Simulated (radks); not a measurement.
Effect of the nuclear size on the titanium ion Ti+, [Ar] 3d2 4s1. All-electron calculation, Dirac Kohn-Sham, relativistic LDA (MacDonald-Vosko exchange, VWN5 correlation), spin-unpolarised, spherical densities, finite nucleus; open shells fill j = l - 1/2 first; Fermi nuclear charge, rms radius 3.5921 fm. Program: a radial shooting solver on a logarithmic mesh with Libxc functionals. The rms radius is varied about that value; shifts are against it.

rms radius (fm)  total energy shift (eV)  density at nucleus (e/bohr^3)  1s1/2 shift (meV)  2s1/2 shift (meV)  3s1/2 shift (meV)
2.9958                           -0.0147                           8460              -6.22             -0.518             -0.069
3.4628                          -0.00342                           8422              -1.44             -0.120             -0.016
3.5921                                 0                           8412              0.000              0.000              0.000
3.7968                           0.00566                           8398               2.39              0.199              0.026
4.4362                            0.0253                           8358               10.7              0.889              0.118

Slopes of the eigenvalues against <r^2> in GHz/fm^2, as finite differences over the two radii next to the reference (eigenvalue slopes, not the field-shift constants of lines): 1s1/2 382, 2s1/2 31.8, 3s1/2 4.24.
